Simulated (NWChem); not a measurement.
System: C₃H₅FSi; SMILES C#CC[SiH2]F

Here is an NWChem input.

```
start job
memory heap 200 mb stack 900 mb global 1100 mb
geometry units angstroms noautoz
  C      0.686141    -2.545244     0.233592
  C     -0.041036    -1.637945    -0.106805
  C     -0.883063    -0.518360    -0.483139
  Si    -0.331167     1.109376     0.288099
  F      1.104191     1.539612    -0.339927
  H      1.327564    -3.355155     0.527334
  H     -1.929001    -0.692687    -0.170388
  H     -0.903179    -0.391167    -1.579972
  H     -1.316086     2.173270    -0.058549
  H     -0.175671     0.970294     1.760434
end
basis spherical
  * library 3-21g
end
dft
  xc pbe0
  iterations 150
  mulliken
end
task dft energy
```

Output (shortened):

```
             Northwest Computational Chemistry Package (NWChem) 7.3.0
             --------------------------------------------------------

 C1  symmetry detected

                             Geometry "geometry" -> ""
                             -------------------------

 Output coordinates in angstroms (scale by  1.889725989 to convert to a.u.)

  No.       Tag          Charge          X              Y              Z
 ---- ---------------- ---------- -------------- -------------- --------------
    1 C                    6.0000     0.68653962    -2.53987455     0.22306726
    2 C                    6.0000    -0.04540687    -1.63459325    -0.11244441
    3 C                    6.0000    -0.89369528    -0.51757187    -0.48227864
    4 Si                  14.0000    -0.36225092     1.10511972     0.31356093
    5 F                    9.0000     1.07468750     1.55510502    -0.29676148
    6 H                    1.0000     1.33230682    -3.34792449     0.51238312
    7 H                    1.0000    -1.94073602    -0.70452071    -0.18070740
    8 H                    1.0000    -0.90555761    -0.37705036    -1.57760431
    9 H                    1.0000    -1.35319981     2.16488994    -0.02850352
   10 H                    1.0000    -0.21811286     0.94922232     1.78536710

 Effective nuclear repulsion energy (a.u.)     201.7367712580

                                 NWChem DFT Module
                                 -----------------

 Summary of "ao basis" -> "ao basis" (spherical)
 ------------------------------------------------------------------------------
       Tag                 Description            Shells   Functions and Types
 ---------------- ------------------------------  ------  ---------------------
 C                           3-21g                   5        9   3s2p
 Si                          3-21g                   7       13   4s3p
 F                           3-21g                   5        9   3s2p
 H                           3-21g                   2        2   2s

            General Information
            -------------------
          SCF calculation type: DFT
          Wavefunction type:  closed shell.
          No. of atoms     :    10
          No. of electrons :    46
           Alpha electrons :    23
            Beta electrons :    23
          Charge           :     0
          Spin multiplicity:     1
          Use of symmetry is: off; symmetry adaption is: off
          Maximum number of iterations: 150
          AO basis - number of functions:    59
                     number of shells:    37
          Convergence on energy requested:  1.00D-06
          Convergence on density requested:  1.00D-05
          Convergence on gradient requested:  5.00D-04

              XC Information
              --------------
                         PBE0 Method XC Functional
                     Hartree-Fock (Exact) Exchange  0.250
          PerdewBurkeErnzerhof Exchange Functional  0.750
            Perdew 1991 LDA Correlation Functional  1.000 local
           PerdewBurkeErnz. Correlation Functional  1.000 non-local

             Grid Information
             ----------------
          Grid used for XC integration:  medium
          Radial quadrature: Mura-Knowles
          Angular quadrature: Lebedev.
          Tag              B.-S. Rad. Rad. Pts. Rad. Cut. Ang. Pts.
          ---              ---------- --------- --------- ---------
          C                   0.70       49          12.0       434
          Si                  1.10       88          11.0       590
          F                   0.50       49          12.0       434
          H                   0.35       45          12.0       434
          Grid pruning is: on
          Number of quadrature shells:   509
          Spatial weights used:  Erf1

      Superposition of Atomic Density Guess
      -------------------------------------

 Sum of atomic energies:        -501.06285600

      Non-variational initial energy
      ------------------------------

 Total energy =    -503.158121
 1-e energy   =   -1091.580784
 2-e energy   =     386.685891
 HOMO         =      -0.287179
 LUMO         =       0.085511

     ---------------------------------------------
      Total Density - Mulliken Population Analysis
     ---------------------------------------------

    Atom       Charge   Shell Charges
 -----------   ------   -------------------------------------------------------
    1 C    6     6.51   1.99  0.46  1.58  0.92  1.56
    2 C    6     5.93   1.99  0.46  1.49  0.73  1.26
    3 C    6     6.91   1.99  0.38  1.55  1.21  1.79
    4 Si  14    12.64   2.00  1.97  5.86  0.68  1.16  0.48  0.49
    5 F    9     9.63   1.98  0.45  2.62  1.51  3.07
    6 H    1     0.67   0.38  0.29
    7 H    1     0.69   0.39  0.30
    8 H    1     0.70   0.39  0.30
    9 H    1     1.16   0.41  0.75
   10 H    1     1.15   0.41  0.75

   convergence    iter        energy       DeltaE   RMS-Dens  Diis-err
 ---------------- ----- ----------------- --------- --------- ---------
 d= 0,ls=0.0,diis     1   -503.4749048916 -7.05D+02  2.64D-02  6.52D-01
 d= 0,ls=0.0,diis     2   -503.4624779864  1.24D-02  1.45D-02  1.03D+00
 d= 0,ls=0.0,diis     3   -503.5511690070 -8.87D-02  3.92D-03  4.59D-02
 d= 0,ls=0.0,diis     4   -503.5525024104 -1.33D-03  1.89D-03  2.83D-02
 d= 0,ls=0.0,diis     5   -503.5558787827 -3.38D-03  3.20D-04  3.80D-04
  Resetting Diis
 d= 0,ls=0.0,diis     6   -503.5559347349 -5.60D-05  6.88D-05  1.72D-05
 d= 0,ls=0.0,diis     7   -503.5559370398 -2.30D-06  2.37D-05  9.33D-07
 d= 0,ls=0.0,diis     8   -503.5559370434 -3.63D-09  1.18D-05  9.88D-07
 d= 0,ls=0.0,diis     9   -503.5559371547 -1.11D-07  1.21D-06  7.24D-09

         Total DFT energy =     -503.555937154737
      One electron energy =    -1094.540357734493
           Coulomb energy =      438.238984961961
    Exchange-Corr. energy =      -48.991335640188
 Nuclear repulsion energy =      201.736771257984

[...]
```

Level: PBE0/3-21G. Structure relaxed at the PBE0/def2-SVP level.
